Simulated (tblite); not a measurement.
C2H14Si4.
Numbering: `[SiH3:1][CH2:2][SiH2:3][CH:4]([SiH3:5])[SiH3:6]` (hydrogens: H7, H8, H9 on Si1; H10, H11 on C2; H12, H13 on Si3; H14 on C4; H15, H16, H17 on Si5; H18, H19, H20 on Si6)

The geometry is computed with GFN2-xTB (gas phase).

Task: What internal coordinates does the optimisation give?

Result: 
```json
{"bond": "Si1–C2", "length (Å)": "1.894"}
{"bond": "C2–Si3", "length (Å)": "1.898"}
{"bond": "Si3–C4", "length (Å)": "1.905"}
{"bond": "C4–Si5, C4–Si6", "length (Å)": "1.901"}
{"bond": "Si1–H7, Si1–H8, Si1–H9", "length (Å)": "1.465"}
{"bond": "C2–H10, C2–H11", "length (Å)": "1.090"}
{"bond": "Si3–H12, Si3–H13", "length (Å)": "1.471"}
{"bond": "C4–H14", "length (Å)": "1.095"}
{"bond": "Si5–H15 and 5 like bonds", "length (Å)": "1.466"}
```

Bonds in one row agree within 0.01 Å and their mean is given. A selection of angles:
```json
{"angle": "C2–Si1–H7", "degrees": "109.6"}
{"angle": "H7–Si1–H8", "degrees": "108.7"}
{"angle": "Si1–C2–Si3", "degrees": "115.0"}
{"angle": "Si1–C2–H10", "degrees": "108.8"}
{"angle": "Si3–C2–H10", "degrees": "109.1"}
{"angle": "H10–C2–H11", "degrees": "106.0"}
{"angle": "C2–Si3–C4", "degrees": "110.6"}
{"angle": "C2–Si3–H12", "degrees": "109.7"}
{"angle": "C4–Si3–H12", "degrees": "109.7"}
{"angle": "H12–Si3–H13", "degrees": "108.4"}
{"angle": "Si3–C4–Si5", "degrees": "111.7"}
{"angle": "Si3–C4–Si6", "degrees": "113.0"}
{"angle": "Si3–C4–H14", "degrees": "106.9"}
{"angle": "Si5–C4–Si6", "degrees": "111.9"}
{"angle": "Si5–C4–H14", "degrees": "106.3"}
{"angle": "C4–Si5–H15", "degrees": "110.3"}
{"angle": "H15–Si5–H16", "degrees": "109.0"}
{"angle": "H16–Si5–H17", "degrees": "108.2"}
{"angle": "C4–Si6–H19", "degrees": "110.9"}
```

Torsions: Si1–C2–Si3–C4 180° (antiperiplanar); C2–Si3–C4–Si5 -171° (antiperiplanar). The mirror-image conformer, all signs reversed, is as good.

Si3 (SiH2 silicon) is tetrahedral (angles from 108.4° to 110.6°). Si5 (SiH3 silicon) is tetrahedral (angles from 108.2° to 110.3°). Si1 (SiH3 silicon) is tetrahedral (angles from 108.7° to 110.3°). Of the pairs four or more bonds apart, Si6···H11 is among the closest relative to their van der Waals radii: 3.35 Å, 101 % of the sum of Bondi's values.

Point group: C1 (no symmetry element, even within 0.4 Å). Its GFN2-xTB frequencies are all real (lowest 30 cm⁻¹). The numbers are those of one conformer. 3 starts were optimised and ended at 0.00, 0.02 and 0.08 kcal/mol (GFN2-xTB); the lowest of these is shown.

On one thread, Arm Neoverse N1 (aarch64), no GPU (shared host), this took 1.1 s wall. That covers the optimisation of the geometry.
